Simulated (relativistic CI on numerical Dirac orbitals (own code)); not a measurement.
# What each ingredient does to the levels of Mg7+

Base calculation: Dirac-Coulomb-Breit CI, separate exchange-only KLI orbitals for each configuration, QED by a radiative potential, unscaled Slater integrals.

Configurations in the expansion (outside the closed core 1s2): 2s2.2p, 2s.2p2, 2p3, 2s2.3s, 2p2.3s, 2s2.3p, 2p2.3p, 2p2.3d, 2s2.3d, 2s.2p.3s, 2s.2p.3p, 2s.2p.3d, 2s2.4s, 2s2.4p, 2s2.4d, 2s2.4f. Levels of other configurations are missing.

The lowest level and the first level of each name with at least 55 % of one term (blank where a level has no safe partner in the second run):

```tsv
Level	Base (cm⁻¹)	Shift (cm⁻¹)
2s2.2p 2P°_1/2	0	0
2s2.2p 2P°_3/2	3268	+13
2s.2p2 4P_1/2	126093	-120
2s.2p2 4P_3/2	127224	-120
2s.2p2 4P_5/2	128870	-119
2s.2p2 2D_5/2	236829	-43
2s.2p2 2D_3/2	236882	-43
2s.2p2 2S_1/2	304560	-278
2s.2p2 2P_1/2	328288	-112
2s.2p2 2P_3/2	330287	-110
2p3 4S°_3/2	413786	-102
2p3 2D°_5/2	473943	+221
2p3 2D°_3/2	474048	+223
2p3 2P°_1/2	536269	-22
```

At this charge configurations can still be misplaced by up to about 7 % of their energy.

Q: One thing was changed in a second run, which moved the levels as shown. Which?
A. QED terms removed
B. configuration mixing switched off
C. valence Slater integrals scaled by 0.9
D. Breit term removed
E. one mean potential for all configurations

A: E. One mean potential for all configurations. One potential for all configurations removes the relaxation of the orbitals, which moves whole configurations and changes the integrals a little.
